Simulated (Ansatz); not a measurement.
```xyz
10

B     0.774   -0.991   -1.496
B     0.048   -0.924   -0.030
C    -0.346    0.421    0.684
N    -1.583    0.656    0.797
O     0.687    1.225    1.028
H     1.967   -1.076   -1.592
H     0.153   -0.992   -2.520
H    -0.240   -1.937    0.542
H    -1.806    1.596    1.130
H     0.346    2.022    1.457
```

Total charge 0; spin multiplicity 1.

List the B3LYP/def2-TZVPP orbital energies in eV (the Gaussian-basis code of Ansatz). (Estimate.)

Computed: Occupied: -521.93, -389.18, -279.29, -183.76, -183.69, -29.70, -24.44, -18.05, -15.34, -14.48, -12.99, -12.07, -11.66, -9.98, -9.78, -8.80, -7.86, -7.76. Lowest empty: -2.03, -1.84, 0.25, 0.44, 1.85, 2.27, 2.32, 3.00.

B3LYP here is the variant with VWN-RPA as its local correlation; programs differ in this.
